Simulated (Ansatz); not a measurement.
`FB1C=COC1`. Charge 0, multiplicity 1.

Z-matrix (Å, degrees):
```
C
O 1 1.443
B 1 1.582 2 104.0
H 1 1.094 2 107.7 3 122.2
H 1 1.094 2 107.7 3 -122.1
C 2 1.333 1 108.3 3 0.0
C 3 1.512 1 104.6 2 -0.0
F 3 1.328 1 124.8 2 180.0
H 6 1.086 2 112.8 1 180.0
H 7 1.080 3 133.8 1 -180.0
```

Task: List the harmonic frequencies (cm⁻¹, unscaled) at PBE0-D4/def2-TZVP in Ansatz. (Estimate.)

Result: The calculation gave: 189, 343, 357, 514, 547, 800, 803, 820, 844, 965, 1004, 1046, 1103, 1202, 1263, 1287, 1352, 1435, 1477, 1593, 3070, 3115, 3197, 3255.

Task: Is this a minimum?

Result: Yes, all 24 modes are real.

Task: Give the ideal-gas thermochemistry at 298.15 K and 1 bar (rigid rotor, harmonic oscillator; point group Cs, symmetry number 1).

Result: Zero-point energy 188.9 kJ/mol; H(298) − E = 204.6 kJ/mol; entropy 303.0 J/(mol·K), of which translation 164.4, rotation 109.2, vibration 29.4; G(298) − E = 114.3 kJ/mol.
